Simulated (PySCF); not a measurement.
ZnB: script and output

The script input.py:

```python
from pyscf import gto, dft
from pyscf.geomopt.geometric_solver import optimize

mol = gto.M(
    atom='Zn 0 0 0; B 0 0 2.105',
    basis='6-31g',
    charge=0,
    spin=1,
    verbose=4,
)
mf = dft.UKS(mol, xc='scan')
mf = mf.density_fit()
mf.kernel()
g = mf.nuc_grad_method()
g.grid_response = True
mol_eq = optimize(g.as_scanner(), maxsteps=30)
print('optimised geometry (angstrom)')
print(mol_eq.tostring('raw'))
print('orbital energies (hartree):', [e[max(0, n-3):n+3].round(4) for e, n in zip(mf.mo_energy, mol.nelec)])
```

```bash
$ OMP_NUM_THREADS=1 python input.py
```

It prints (some set-up lines and the per-cycle HOMO/LUMO lines with their warnings removed):

```
PySCF version 2.14.0

[INPUT] verbose = 4
[INPUT] num. atoms = 2
[INPUT] num. electrons = 35
[INPUT] charge = 0
[INPUT] spin (= nelec alpha-beta = 2S) = 1
[INPUT] symmetry False subgroup None
[INPUT] Mole.unit = angstrom
[INPUT] Symbol           X                Y                Z      unit          X                Y                Z       unit  Magmom
[INPUT]  1 Zn     0.000000000000   0.000000000000   0.000000000000 AA    0.000000000000   0.000000000000   0.000000000000 Bohr   0.0
[INPUT]  2 B      0.000000000000   0.000000000000   2.105000000000 AA    0.000000000000   0.000000000000   3.977873492209 Bohr   0.0

nuclear repulsion = 37.7085898517815
number of shells = 16
number of NR pGTOs = 112
number of NR cGTOs = 36
basis = 6-31g
ecp = {}

******** <class 'pyscf.df.df_jk.DFUKS'> ********
method = DFUKS
initial guess = minao
damping factor = 0
level_shift factor = 0
DIIS = <class 'pyscf.scf.diis.CDIIS'>
diis_start_cycle = 1
diis_space = 8
diis_damp = 0
SCF conv_tol = 1e-09
SCF conv_tol_grad = None
SCF max_cycles = 50
direct_scf = False
number electrons alpha = 18  beta = 17
XC library pyscf.dft.libxc version 7.0.0
    S. Lehtola, C. Steigemann, M. J.T. Oliveira, and M. A.L. Marques.,  SoftwareX 7, 1–5 (2018)
XC functionals = scan
    J. Sun, A. Ruzsinszky, and J. P. Perdew.,  Phys. Rev. Lett. 115, 036402 (2015)
    J. Sun, A. Ruzsinszky, and J. P. Perdew.,  Phys. Rev. Lett. 115, 036402 (2015)
radial grids:
    Treutler-Ahlrichs [JCP 102, 346 (1995); DOI:10.1063/1.469408] (M4) radial grids

becke partition: Becke, JCP 88, 2547 (1988); DOI:10.1063/1.454033
pruning grids: <function nwchem_prune>
grids dens level: 3
symmetrized grids: False
atomic radii adjust function: <function treutler_atomic_radii_adjust>
small_rho_cutoff = 0
Set gradient conv threshold to 3.16228e-05
tot grids = 34688
ETB for Zn: l = 0, exps = 0.098592 * 2^n , n = 0..20
ETB for Zn: l = 1, exps = 0.098592 * 2^n , n = 0..17
ETB for Zn: l = 2, exps = 0.098592 * 2^n , n = 0..15
ETB for Zn: l = 3, exps = 0.3794763393098442 * 2^n , n = 0..10
ETB for Zn: l = 4, exps = 1.460588 * 2^n , n = 0..5
ETB for B: l = 0, exps = 0.2535024 * 2^n , n = 0..13
ETB for B: l = 1, exps = 0.2535024 * 2^n , n = 0..9
ETB for B: l = 2, exps = 0.2535024 * 2^n , n = 0..5

WARN: Even tempered Gaussians are generated as DF auxbasis for  Zn

init E= -1803.4923019808

cycle= 1 E= -1803.81102635716  delta_E= -0.319  |g|= 0.109  |ddm|= 0.894
cycle= 2 E= -1803.69712900229  delta_E= 0.114  |g|= 0.326  |ddm|= 0.648
cycle= 3 E= -1803.82509948997  delta_E= -0.128  |g|= 0.0186  |ddm|=  0.5
cycle= 4 E= -1803.82481265505  delta_E= 0.000287  |g|= 0.0249  |ddm|= 0.0668
cycle= 5 E= -1803.82574078328  delta_E= -0.000928  |g|= 0.00473  |ddm|= 0.0445
cycle= 6 E= -1803.82603007572  delta_E= -0.000289  |g|= 0.00422  |ddm|= 0.0386
cycle= 7 E= -1803.82632119827  delta_E= -0.000291  |g|= 0.00338  |ddm|= 0.0459
cycle= 8 E= -1803.82666675061  delta_E= -0.000346  |g|= 0.0011  |ddm|= 0.101
cycle= 9 E= -1803.82667903504  delta_E= -1.23e-05  |g|= 0.00046  |ddm|= 0.0153
cycle= 10 E= -1803.82668040376  delta_E= -1.37e-06  |g|= 0.000378  |ddm|= 0.011
cycle= 11 E= -1803.82668057427  delta_E= -1.71e-07  |g|= 0.000221  |ddm|= 0.000908
cycle= 12 E= -1803.82668077665  delta_E= -2.02e-07  |g|= 0.000223  |ddm|= 0.00234
cycle= 13 E= -1803.82668081186  delta_E= -3.52e-08  |g|= 0.000107  |ddm|= 0.00109
cycle= 14 E= -1803.82668083157  delta_E= -1.97e-08  |g|= 1.17e-05  |ddm|= 0.000482
cycle= 15 E= -1803.82668083464  delta_E= -3.07e-09  |g|= 6.25e-06  |ddm|= 0.000225
cycle= 16 E= -1803.82668083644  delta_E= -1.81e-09  |g|= 2.96e-06  |ddm|= 0.000186
cycle= 17 E= -1803.8266808372  delta_E= -7.59e-10  |g|= 1.15e-06  |ddm|= 0.000169
Extra cycle  E= -1803.82668083723  delta_E= -3e-11  |g|= 1.72e-06  |ddm|= 1.86e-05
converged SCF energy = -1803.82668083723  <S^2> = 0.91712325  2S+1 = 2.1606696
Create scanner for <class 'pyscf.df.grad.uks.Gradients'>
Create scanner for <class 'pyscf.df.df_jk.DFUKS'>
input.py

Current date and time:

#|     Arguments passed to driver run_optimizer():      |#
customengine              <pyscf.geomopt.geometric_solver.PySCFEngine object>
logIni                    <dir>
maxiter                   30
----------------------------------------------------------
Custom engine selected.
Bonds will be generated from interatomic distances less than 1.20 times sum of covalent radii
6 internal coordinates being used (instead of 6 Cartesians)
Internal coordinate system (atoms numbered from 1):
Distance 1-2
Translation-X 1-2
Translation-Y 1-2
Translation-Z 1-2
Rotation-A 1-2
Rotation-B 1-2
Rotation-C 1-2
<class 'geometric.internal.Distance'> : 1
<class 'geometric.internal.TranslationX'> : 1
<class 'geometric.internal.TranslationY'> : 1
<class 'geometric.internal.TranslationZ'> : 1
<class 'geometric.internal.RotationA'> : 1
<class 'geometric.internal.RotationB'> : 1
<class 'geometric.internal.RotationC'> : 1
> ===== Optimization Info: ====
> Job type: Energy minimization
> Maximum number of optimization cycles: 30
> Initial / maximum trust radius (Angstrom): 0.100 / 0.300
> Convergence Criteria:
> Will converge when all 5 criteria are reached:
>  |Delta-E| < 1.00e-06
>  RMS-Grad  < 3.00e-04
>  Max-Grad  < 4.50e-04
>  RMS-Disp  < 1.20e-03
>  Max-Disp  < 1.80e-03
> === End Optimization Info ===

Geometry optimization cycle 1
Cartesian coordinates (Angstrom)
 Atom        New coordinates             dX        dY        dZ
  Zn   0.000000   0.000000   0.000000    0.000000  0.000000  0.000000
   B   0.000000   0.000000   2.105000    0.000000  0.000000  0.000000

WARN: Mole.unit (angstrom) is changed to Bohr

New geometry
   1 Zn     0.000000000000   0.000000000000   0.000000000000 AA    0.000000000000   0.000000000000   0.000000000000 Bohr
   2 B      0.000000000000   0.000000000000   2.105000000000 AA    0.000000000000   0.000000000000   3.977873492209 Bohr

******** <class 'pyscf.scf.hf.DFUKS_Scanner'> ********
method = DFUKS_Scanner
initial guess = minao
damping factor = 0
level_shift factor = 0
DIIS = <class 'pyscf.scf.diis.CDIIS'>
diis_start_cycle = 1
diis_space = 8
diis_damp = 0
SCF conv_tol = 1e-09
SCF conv_tol_grad = None
SCF max_cycles = 50
direct_scf = False
number electrons alpha = 18  beta = 17
XC library pyscf.dft.libxc version 7.0.0
    S. Lehtola, C. Steigemann, M. J.T. Oliveira, and M. A.L. Marques.,  SoftwareX 7, 1–5 (2018)
XC functionals = scan
    J. Sun, A. Ruzsinszky, and J. P. Perdew.,  Phys. Rev. Lett. 115, 036402 (2015)
    J. Sun, A. Ruzsinszky, and J. P. Perdew.,  Phys. Rev. Lett. 115, 036402 (2015)
radial grids:
    Treutler-Ahlrichs [JCP 102, 346 (1995); DOI:10.1063/1.469408] (M4) radial grids

becke partition: Becke, JCP 88, 2547 (1988); DOI:10.1063/1.454033
pruning grids: <function nwchem_prune>
grids dens level: 3
symmetrized grids: False
atomic radii adjust function: <function treutler_atomic_radii_adjust>
small_rho_cutoff = 0
Set gradient conv threshold to 3.16228e-05
tot grids = 34688
ETB for Zn: l = 0, exps = 0.098592 * 2^n , n = 0..20
ETB for Zn: l = 1, exps = 0.098592 * 2^n , n = 0..17
ETB for Zn: l = 2, exps = 0.098592 * 2^n , n = 0..15
ETB for Zn: l = 3, exps = 0.3794763393098442 * 2^n , n = 0..10
ETB for Zn: l = 4, exps = 1.460588 * 2^n , n = 0..5
ETB for B: l = 0, exps = 0.2535024 * 2^n , n = 0..13
ETB for B: l = 1, exps = 0.2535024 * 2^n , n = 0..9
ETB for B: l = 2, exps = 0.2535024 * 2^n , n = 0..5

WARN: Even tempered Gaussians are generated as DF auxbasis for  Zn

init E= -1803.82668083723
cycle= 1 E= -1803.82668083723  delta_E= 7.96e-12  |g|= 4.87e-06  |ddm|= 1.72e-05
Extra cycle  E= -1803.826680837  delta_E= 2.22e-10  |g|= 1.48e-05  |ddm|= 3.26e-05
converged SCF energy = -1803.826680837  <S^2> = 0.91712501  2S+1 = 2.1606712

******** <class 'pyscf.grad.rhf.Gradients_Scanner'> for <class 'pyscf.scf.hf.DFUKS_Scanner'> ********
unit = Eh/Bohr
grid_response = True
--------------- DFUKS_Scanner gradients ---------------
         x                y                z
0 Zn    -0.0000000000     0.0000000000    -0.0012998908
1 B     0.0000000000    -0.0000000000     0.0012998908
----------------------------------------------
cycle 1: E = -1803.82668084  dE = -1803.83  norm(grad) = 0.00183832
Step    0 : Gradient = 1.300e-03/1.300e-03 (rms/max) Energy = -1803.8266808370
Hessian Eigenvalues: 5.00000e-02 5.00000e-02 5.00000e-02 ... 5.00000e-02 5.00000e-02 1.17066e-01

Geometry optimization cycle 2
Cartesian coordinates (Angstrom)
 Atom        New coordinates             dX        dY        dZ
  Zn   0.000000  -0.000000   0.002938    0.000000 -0.000000  0.002938
   B  -0.000000   0.000000   2.102062   -0.000000  0.000000 -0.002938
New geometry
   1 Zn     0.000000000000  -0.000000000000   0.002937966774 AA    0.000000000000  -0.000000000000   0.005551952566 Bohr
   2 B     -0.000000000000   0.000000000000   2.102062033226 AA   -0.000000000000   0.000000000000   3.972321539644 Bohr

******** <class 'pyscf.scf.hf.DFUKS_Scanner'> ********
method = DFUKS_Scanner
initial guess = minao
damping factor = 0
[part of the log left out]
ETB for Zn: l = 3, exps = 0.3794763393098442 * 2^n , n = 0..10
ETB for Zn: l = 4, exps = 1.460588 * 2^n , n = 0..5
ETB for B: l = 0, exps = 0.2535024 * 2^n , n = 0..13
ETB for B: l = 1, exps = 0.2535024 * 2^n , n = 0..9
ETB for B: l = 2, exps = 0.2535024 * 2^n , n = 0..5

WARN: Even tempered Gaussians are generated as DF auxbasis for  Zn

init E= -1803.82784487688
cycle= 1 E= -1803.82669458628  delta_E= 0.00115  |g|= 0.0019  |ddm|= 0.00553
cycle= 2 E= -1803.82669346919  delta_E= 1.12e-06  |g|= 0.00337  |ddm|= 0.00468
cycle= 3 E= -1803.82669592345  delta_E= -2.45e-06  |g|= 0.000283  |ddm|= 0.00197
cycle= 4 E= -1803.82669596067  delta_E= -3.72e-08  |g|= 0.000248  |ddm|= 0.000844
cycle= 5 E= -1803.82669604307  delta_E= -8.24e-08  |g|= 4.14e-05  |ddm|= 0.000475
cycle= 6 E= -1803.82669605563  delta_E= -1.26e-08  |g|= 2.57e-05  |ddm|= 0.000256
cycle= 7 E= -1803.82669607097  delta_E= -1.53e-08  |g|= 1.12e-05  |ddm|= 0.000604
cycle= 8 E= -1803.82669607214  delta_E= -1.18e-09  |g|= 8.74e-07  |ddm|= 0.000214
cycle= 9 E= -1803.82669607214  delta_E=    0  |g|= 1.56e-07  |ddm|= 2.93e-06
Extra cycle  E= -1803.82669607214  delta_E= -9.09e-13  |g|= 2.7e-07  |ddm|= 8.11e-07
converged SCF energy = -1803.82669607214  <S^2> = 0.92122573  2S+1 = 2.1644637

******** <class 'pyscf.grad.rhf.Gradients_Scanner'> for <class 'pyscf.scf.hf.DFUKS_Scanner'> ********
unit = Eh/Bohr
grid_response = True
--------------- DFUKS_Scanner gradients ---------------
         x                y                z
0 Zn    -0.0000000000    -0.0000000000     0.0000203275
1 B     0.0000000000     0.0000000000    -0.0000203275
----------------------------------------------
cycle 3: E = -1803.82669607  dE = -4.194e-06  norm(grad) = 2.87474e-05
Step    2 : Displace = 3.295e-03/3.295e-03 (rms/max) Trust = 1.414e-01 (+) Grad = 2.033e-05/2.033e-05 (rms/max) E (change) = -1803.8266960721 (-4.194e-06) Quality = 0.980
Hessian Eigenvalues: 5.00000e-02 5.00000e-02 5.00000e-02 ... 5.00000e-02 5.00000e-02 5.68163e-02

Geometry optimization cycle 4
Cartesian coordinates (Angstrom)
 Atom        New coordinates             dX        dY        dZ
  Zn   0.000000   0.000000   0.006138    0.000000 -0.000000 -0.000095
   B  -0.000000  -0.000000   2.098862   -0.000000  0.000000  0.000095
New geometry
   1 Zn     0.000000000000   0.000000000000   0.006137899403 AA    0.000000000000   0.000000000000   0.011598948852 Bohr
   2 B     -0.000000000000  -0.000000000000   2.098862100598 AA   -0.000000000000  -0.000000000000   3.966274543360 Bohr

******** <class 'pyscf.scf.hf.DFUKS_Scanner'> ********
method = DFUKS_Scanner
initial guess = minao
damping factor = 0
level_shift factor = 0
DIIS = <class 'pyscf.scf.diis.CDIIS'>
diis_start_cycle = 1
diis_space = 8
diis_damp = 0
SCF conv_tol = 1e-09
SCF conv_tol_grad = None
SCF max_cycles = 50
direct_scf = False
number electrons alpha = 18  beta = 17
XC library pyscf.dft.libxc version 7.0.0
    S. Lehtola, C. Steigemann, M. J.T. Oliveira, and M. A.L. Marques.,  SoftwareX 7, 1–5 (2018)
XC functionals = scan
    J. Sun, A. Ruzsinszky, and J. P. Perdew.,  Phys. Rev. Lett. 115, 036402 (2015)
    J. Sun, A. Ruzsinszky, and J. P. Perdew.,  Phys. Rev. Lett. 115, 036402 (2015)
radial grids:
    Treutler-Ahlrichs [JCP 102, 346 (1995); DOI:10.1063/1.469408] (M4) radial grids

becke partition: Becke, JCP 88, 2547 (1988); DOI:10.1063/1.454033
pruning grids: <function nwchem_prune>
grids dens level: 3
symmetrized grids: False
atomic radii adjust function: <function treutler_atomic_radii_adjust>
small_rho_cutoff = 0
Set gradient conv threshold to 3.16228e-05
tot grids = 34688
ETB for Zn: l = 0, exps = 0.098592 * 2^n , n = 0..20
ETB for Zn: l = 1, exps = 0.098592 * 2^n , n = 0..17
ETB for Zn: l = 2, exps = 0.098592 * 2^n , n = 0..15
ETB for Zn: l = 3, exps = 0.3794763393098442 * 2^n , n = 0..10
ETB for Zn: l = 4, exps = 1.460588 * 2^n , n = 0..5
ETB for B: l = 0, exps = 0.2535024 * 2^n , n = 0..13
ETB for B: l = 1, exps = 0.2535024 * 2^n , n = 0..9
ETB for B: l = 2, exps = 0.2535024 * 2^n , n = 0..5

WARN: Even tempered Gaussians are generated as DF auxbasis for  Zn

init E= -1803.8266630012
cycle= 1 E= -1803.82669607441  delta_E= -3.31e-05  |g|= 5.49e-05  |ddm|= 0.00016
cycle= 2 E= -1803.82669607341  delta_E= 9.95e-10  |g|= 9.83e-05  |ddm|= 0.000136
cycle= 3 E= -1803.8266960755  delta_E= -2.09e-09  |g|= 8.7e-06  |ddm|= 5.85e-05
cycle= 4 E= -1803.82669607554  delta_E= -4.09e-11  |g|= 7.27e-06  |ddm|= 2.55e-05
Extra cycle  E= -1803.82669607506  delta_E= 4.85e-10  |g|= 2.23e-05  |ddm|= 4.66e-05
converged SCF energy = -1803.82669607506  <S^2> = 0.92119091  2S+1 = 2.1644315

******** <class 'pyscf.grad.rhf.Gradients_Scanner'> for <class 'pyscf.scf.hf.DFUKS_Scanner'> ********
unit = Eh/Bohr
grid_response = True
--------------- DFUKS_Scanner gradients ---------------
         x                y                z
0 Zn    -0.0000000000     0.0000000000    -0.0000007097
1 B     0.0000000000    -0.0000000000     0.0000007097
----------------------------------------------
cycle 4: E = -1803.82669608  dE = -2.9147e-09  norm(grad) = 1.0037e-06
Step    3 : Displace = 9.466e-05/9.466e-05 (rms/max) Trust = 2.000e-01 (+) Grad = 7.097e-07/7.097e-07 (rms/max) E (change) = -1803.8266960751 (-2.915e-09) Quality = 0.802
Hessian Eigenvalues: 5.00000e-02 5.00000e-02 5.00000e-02 ... 5.00000e-02 5.00000e-02 5.68163e-02
Converged! =D

    #| If this code has benefited your research, please support us by citing: |#
    #| Wang, L.-P.; Song, C.C. (2016) "Geometry optimization made simple with |#
    #| translation and rotation coordinates", J. Chem, Phys. 144, 214108.     |#
    #|                                     |#
optimised geometry (angstrom)
Zn          0.00000000        0.00000000        0.00613790
B          -0.00000000       -0.00000000        2.09886210
orbital energies (hartree): [array([-0.3537, -0.2183, -0.1572, -0.1267, -0.1026, -0.0117]), array([-0.3632, -0.3339, -0.1972, -0.1118, -0.0872, -0.0804])]
```

In short: E(SCF) = -1803.826681 Eh, ⟨S²⟩ = 0.917, all at the start geometry; optimised bond 2.093 Å with E = -1803.826696 Eh after 4 steps.

It ran on Arm Neoverse V1 (1 thread, shared host) in 16 s, peak memory 0.26 GiB.

The last line lists the levels of the start geometry. No search for the lowest solution was made.
